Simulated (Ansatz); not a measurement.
Consider the ligand exchange at a B–S bond: `NB[S][GeH3]` + dimethylamine → `CN(C)BN` + `[SH][GeH3]`.

Program: Ansatz. Geometries: PBE0-D4/def2-TZVP. ΔE: electronic, gas phase. CBS: MP2 limit from def2 TZ/QZ plus the TZ coupled-cluster correction, frozen cores. DFT in def2-TZVPP. HSE06 is defined as in plane-wave codes. For Ge outer-core shells are correlated without core-valence functions, which leaves a few kJ/mol of doubt a bond. Scalar relativity is left out up to krypton. Each species was taken in one conformer, which may not be the lowest.

| species | HSE06-D4 energy (Eh) |
| --- | --- |
| `NB[S][GeH3]` | -2558.02836 |
| `CNC` | -135.04477 |
| `CN(C)BN` | -215.86757 |
| `[SH][GeH3]` | -2477.21615 |

Task: Work out ΔE.

Result: ΔE = (-215.86757) + (-2477.21615) − (-2558.02836) − (-135.04477) = -0.01059 Eh = -27.8 kJ/mol. CCSD(T)/CBS gives -30.5 kJ/mol.

Largest T1 diagnostic among the species: 0.012.

From BLYP to BHLYP (50 % exact exchange), in def2-TZVPP and without D4, ΔE moves by −3.2 kJ/mol. Leaving LDA and LC-ωPBE aside and taking each functional with its dispersion term where it has one, the values, not all of them listed here, spread over 12.3 kJ/mol, from CAM-B3LYP-D4 to revPBE-D4. LDA lies −13.7 kJ/mol from PBE without D4.
